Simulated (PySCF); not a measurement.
Stepwise substitution at one centre (Ga Br-SiH3). All species are isolated molecules in the gas phase. Strings in code marks are SMILES.

The four lowest singlet excitations (Tamm–Dancoff). All values below come from B3LYP-D3(BJ)/def2-TZVP in PySCF. B3LYP has the VWN-RPA correlation part, as in Gaussian. Excitations are Tamm–Dancoff values on a coarser integration grid. The basis has no diffuse functions, so Rydberg states are missing or too high.

```tsv
state	energy (eV)	wavelength (nm)	oscillator strength
S1	4.75	261	0.000
S2	5.03	247	0.000
S3	5.03	247	0.000
S4	5.18	239	0.038
```

**Question.** Identify which member gives these states.
A) `[SiH3][Ga]([SiH3])[Br]`
B) `[Br][Ga]([Br])[Br]`
C) `[SiH3][Ga]([Br])[Br]`

**Answer.** B, `[Br][Ga]([Br])[Br]`
